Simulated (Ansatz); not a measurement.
BF2HSi: where a starting geometry ends

The starting geometry of this gas-phase singlet was optimised with GFN2-xTB; its bonds are those of `FB(F)[SiH]`.

```yaml
atoms:
  - { symbol: B, position_ang: [0.1911, -0.0218, 0.4565] }
  - { symbol: F, position_ang: [0.7212, -1.0224, 1.1705] }
  - { symbol: F, position_ang: [-0.4836, 0.8315, 1.2357] }
  - { symbol: Si, position_ang: [0.9332, 0.5164, -1.2471] }
  - { symbol: H, position_ang: [0.1634, 0.0523, -2.4208] }
```

Problem. Predict what it relaxes into with PBE0-D3(BJ)/def2-SVP.

Solution. It keeps its bonds, and is `FB(F)[SiH]`.

The energy falls by 0.37 eV over 9 steps:

```json
{"step": "1", "E − E(last) (eV)": "0.366"}
{"step": "2", "E − E(last) (eV)": "0.166"}
{"step": "3", "E − E(last) (eV)": "0.017"}
{"step": "4", "E − E(last) (eV)": "0.007"}
{"step": "5", "E − E(last) (eV)": "0.002"}
{"step": "6", "E − E(last) (eV)": "0.001"}
{"step": "7", "E − E(last) (eV)": "0.000"}
{"step": "8", "E − E(last) (eV)": "0.000"}
{"step": "9", "E − E(last) (eV)": "0.000"}
```

Final geometry (Å):

```xyz
5

B     0.3038    0.0502    0.4476
F     0.6444   -1.0901    1.0293
F    -0.5818    0.7950    1.0924
Si    1.1482    0.6581   -1.3177
H     0.0106   -0.0572   -2.0567
```

Frequencies at the end are all real (lowest 152 cm⁻¹). Run with Ansatz 0.2.0, 13 s on 1 thread of Intel(R) Xeon(R) 6975P-C (Granite Rapids) (shared host).
